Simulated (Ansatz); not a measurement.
Which method gave which barrier?

Saddle point of Al2NH6O4, doublet (Al₂NH₆O₄ ([NH3][Al]1([OH])[O][Al]([OH])[OH]1) → Al₂NH₆O₄ ([NH2][Al]1([OH])[OH][Al]([OH])[OH]1); bonds formed: O2–H7; dative contacts that become bonds: Al1–N8; bonds broken: H7–N8; bonds weakened to dative contacts: Al1–O2), PBE0-D4/def2-TZVP structure:

```xyz
13
angstrom
Al -0.3817 0.9462 0.2389
O -0.3312 -0.5165 1.2819
Al -0.9768 -1.6871 0.0821
O 0.2809 -2.5379 -0.7386
O -1.1688 -0.0946 -0.9974
O -0.9355 2.5213 0.4982
H 0.8485 -0.2028 1.0519
N 1.4904 0.6983 0.3083
H 0.2824 -3.4921 -0.7814
H -1.3589 -0.0074 -1.9300
H -1.8374 2.7690 0.6850
H 1.9794 0.2395 -0.4488
H 2.1087 1.3642 0.7499
```

Computed with Ansatz 0.2.0 (basis: def2-TZVPP, with def2-QZVPP for the basis limit); correlated methods freeze the cores; orbitals are unrestricted. Extrapolation: Hartree–Fock as exp(−7.88 √X), correlation as X^−2.97. Four methods, as single points on the PBE0-D4 structures, gave these electronic barriers from the start structure: 0.726, 0.907, 1.061, 1.235 eV.

(1) The methods were, in alphabetical order, BHLYP-D4, HF, PBE0-D4, SPW92. Which gave which? (A judgement: the text doesn't fix the answer.)

No T1 diagnostic of these runs exceeds 0.014. ⟨S²⟩ of the unrestricted Hartree–Fock references: 0.75 (a pure state has 0.75).

## Answers

(1) The calculation gives: SPW92 0.726; PBE0-D4 0.907; BHLYP-D4 1.061; HF 1.235 eV. For comparison, CCSD(T) at an estimated basis limit (MP2 extrapolated from triple and quadruple zeta, plus CCSD(T) − MP2 in triple zeta) gives 1.001 eV.

Labels in which every atom is bracketed show which atoms are joined, not bond orders.

For scale, one of the runs: CCSD(T)/def2-TZVPP, 323 basis functions, launched by `ansatz run in.yaml --threads 4 --pin off --events-out ev --progress --plain --max-ram 41984MiB --backend cuda --devices 0, --max-vram 37GiB`. Hardware: 4 CPU threads of an AMD EPYC 7R13 and a share of one NVIDIA H100, shared host. Wall time 21 s; peak host memory 0.87 GiB.
